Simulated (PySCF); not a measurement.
Electron correlation in Cr (chromium, neutral)

[Ar] 3d5 4s1, high-spin 7S determinant. Computed with PySCF 2.14 in pcseg-2 (6s4p3d2f1g, 56 functions), with the non-relativistic Hamiltonian (point nucleus). Frozen: [Ar]; 6 electrons correlated.

MP2 pair energies summed by pair of shells (mhartree):

```tsv
pair	energy	share (%)
3d-3d	-74.55	86.1
3d-4s	-12.06	13.9
```

Total MP2 correlation energy: -86.61 mhartree.

Same-spin part -86.61 and opposite-spin part 0.00 mhartree; SCS-MP2 scales them by 1/3 and 6/5 to -28.87 mhartree.
